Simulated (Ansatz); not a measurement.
One change: `C[O][SnH3]` becomes `C[O][SnH2][NH2]`.

Ansatz, PBE0-D4/def2-TZVP geometries, multiplicity 1. Each molecule was computed in one conformer, which needn't be the lowest.

Elements past krypton have def2 core potentials.

| property | `C[O][SnH3]` |
| --- | --- |
| HOMO–LUMO gap (ωB97M-V/def2-TZVPP) / eV | 10.95 |
| LUMO energy (PBE0/def2-TZVPP) / eV | -0.40 |
| zero-point energy (PBE0-D4/def2-TZVP) / kJ/mol | 161.3 |
| ideal-gas entropy at 298 K and 1 bar (rigid rotor, harmonic PBE0-D4/def2-TZVP) / J/(mol·K) | 325 |
| LUMO energy (PBE/def2-TZVPP) / eV | -1.19 |
| HOMO–LUMO gap (B3LYP/def2-TZVPP) / eV | 6.62 |

(1) Give the same properties after the change, and the shifts. (Best estimate.)

Results:

(1) Computed: 
```tsv
property	`C[O][SnH2][NH2]`	shift
HOMO–LUMO gap (ωB97M-V/def2-TZVPP) / eV	11.02	0.07
LUMO energy (PBE0/def2-TZVPP) / eV	-0.05	0.35
zero-point energy (PBE0-D4/def2-TZVP) / kJ/mol	210.8	49.5
ideal-gas entropy at 298 K and 1 bar (rigid rotor, harmonic PBE0-D4/def2-TZVP) / J/(mol·K)	361	36
LUMO energy (PBE/def2-TZVPP) / eV	-0.89	0.30
HOMO–LUMO gap (B3LYP/def2-TZVPP) / eV	6.70	0.08
```

With PBE0 the HOMO rises by 0.21 eV and the LUMO rises by 0.35 eV, so the gap widens by about 0.14 eV. PBE moves the HOMO by 0.17 eV and ωB97M-V by 0.20 eV. The zero-point energy changes by 49.5 kJ/mol with +6 modes.

B3LYP here is the variant with VWN-RPA as its local correlation; programs differ in this.
